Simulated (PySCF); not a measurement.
Gas-phase reaction: BI₃ + 6 Cl → 3 ICl + BCl₃

Energies from PySCF (xtb for GFN2), thermal terms from the rigid-rotor harmonic-oscillator model, ideal gas at 1 bar. † marks an energy on the PBE0/def2-TZVP geometry and frequencies; other levels use their own. MP2 freezes the core. Open shells (unrestricted): Cl (multiplicity 2, electronic degeneracy 6); the rest are closed-shell singlets. GFN2 has no spin-polarisation term. Spin-orbit splitting is ignored; it lowers the true energy and changes the entropy of Cl. B3LYP is the form with VWN-RPA correlation. I: scalar-relativistic def2 core potential, no spin-orbit coupling. MP2 isn't extrapolated to the basis-set limit; its ΔH°(298 K) is -932.6 kJ in def2-SVP and -1061.2 kJ in def2-TZVPP. The harmonic model lacks anharmonicity and excited electronic states, which grow with temperature; levels with a mode under 35 cm⁻¹ are left out. Soft modes under 120 cm⁻¹ make the harmonic entropy rough for BI₃.

| level | ΔE electronic, kJ | ΔH°(298 K), kJ | ΔS°(298 K), J/K | ΔG°(600 K), kJ |
|---|---|---|---|---|
| B3LYP/def2-TZVP† | -1069 | -1066 | -328 | -866 |
| BLYP/def2-TZVP† | -1091 | -1088 | -328 | -888 |
| GFN2-xTB | -1113 | -1113 | -321 | -919 |
| HF/def2-TZVP† | -640 | -637 | -328 | -438 |
| M06-2X/def2-TZVP† | -1110 | -1107 | -328 | -907 |
| MP2/def2-SVP† | -936 | -933 | -328 | -733 |
| LDA/def2-TZVP† | -1386 | -1383 | -328 | -1183 |
| ωB97M-V/def2-TZVP† | -1130 | -1127 | -328 | -928 |
ΔH° is lowest at LDA/def2-TZVP† and highest at HF/def2-TZVP†. No reference value is set beside these.
